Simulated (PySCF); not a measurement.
Vertical excitations of a molecule GeH7NSi from TDA-LC-ωPBE/def2-SVPD in PySCF 2.14.0, as energy in eV (oscillator strength): 6.24 (0.025), 7.20 (0.032), 7.32 (0.061), 7.74 (0.292), 8.00 (0.163), 8.08 (0.112), 8.18 (0.000), 8.65 (0.013), 8.71 (0.005), 9.09 (0.161). Lowest triplet (TDA): 5.61 eV. The structure is a stationary point at PBE0-D3(BJ)/def2-SVP. The values are those of a single conformer.

Question: Pick the molecule that these values belong to.
A. [SiH3][NH][GeH3]
B. [NH2][GeH2][SiH3]
C. N[SiH2][GeH3]

Answer: C, N[SiH2][GeH3]
